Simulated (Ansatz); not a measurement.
`[NH2][Zn][AlH][Cl]` + `CO[SiH3]` → `[CH3][AlH][Cl]` + `[NH2][Zn][O][SiH3]`  (redistribution)

Calculated with Ansatz (gas phase, PBE0-D4/def2-TZVP geometries, no zero-point term in ΔE). CCSD(T)/CBS is the MP2 limit (def2-TZVPP, def2-QZVPP) plus CCSD(T) − MP2 in def2-TZVPP, frozen cores. Functionals use def2-TZVPP. For Zn outer-core shells are correlated without core-valence functions, which leaves a few kJ/mol of doubt a bond. Scalar relativity is left out up to krypton. Each species was taken in one conformer, which may not be the lowest.

```csv
species,r2SCAN-D4 energy (Eh)
`[NH2][Zn][AlH][Cl]`,-2538.60563
`CO[SiH3]`,-406.41505
`[CH3][AlH][Cl]`,-743.16696
`[NH2][Zn][O][SiH3]`,-2201.90039
```

Work out ΔE.

ΔE = (-743.16696) + (-2201.90039) − (-2538.60563) − (-406.41505) = -0.04667 Eh = -122.5 kJ/mol. CCSD(T)/CBS gives -129.3 kJ/mol.

Largest T1 diagnostic among the species: 0.015.

From BLYP to BHLYP (50 % exact exchange), in def2-TZVPP and without D4, ΔE moves by −8.4 kJ/mol. Leaving LDA and LC-ωPBE aside and taking each functional with its dispersion term where it has one, the values, not all of them listed here, spread over 21.2 kJ/mol, from PBE-QIDH to revPBE-D4.
